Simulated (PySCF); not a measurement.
Computed shifts of a molecule C3H8Si, PBE0/pcSseg-1 (PySCF), GIAO, gas phase, atoms alike by connectivity averaged where their shifts nearly agree, in ppm (number of nuclei): ¹³C: 161.9 (1), 125.6 (1), 24.9 (1). ²⁹Si: -84.5 (1). ¹H: 7.10 (1), 6.01 (1), 4.45 (3), 2.23 (3). References: ¹³C against TMS (σ = 186.3 ppm); ²⁹Si against TMS (σ = 352.7 ppm); ¹H against TMS (σ = 31.56 ppm), references at their B3LYP-D3(BJ)/def2-TZVP geometries, non-relativistic. Geometry optimised at r2SCAN-D4/def2-SVP. The values are those of a single conformer.

### Question
Which molecule gave these data?
A) C=C(C)[SiH3]
B) C/C=C\[SiH3]
C) C=C[SiH2]C
D) C=CC[SiH3]

### Answer
B, C/C=C\[SiH3]
